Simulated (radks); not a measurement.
Task: These are the eigenvalues of the occupied orbitals of an atom or ion with whole-number occupations (Ry). Method: scalar-relativistic Kohn-Sham, PBE, spin-unpolarised, spherical densities, point nucleus; computed with a radial shooting solver on a logarithmic mesh with Libxc functionals.

1s: -5483.592
2s: -999.1568
2p: -876.7951
3s: -273.5460
3p: -237.6038
3d: -197.5739
4s: -96.68780
4p: -84.40636
4d: -69.33013
4f: -52.78846

Which element is it, and in what charge state? The configuration may be excited.

Result: Z = 76, osmium, charge +24: Os24+ in [Kr] 4d10 4f6. The list shows which subshells hold electrons but not how many an open one holds; the 1s level, -2741.8 hartree, gives Z - s = 74.1 by -(Z - s)^2/2, which with screening and relativity narrows Z to a few neighbours, and the depths of the outer levels then fix element, charge and occupations together.
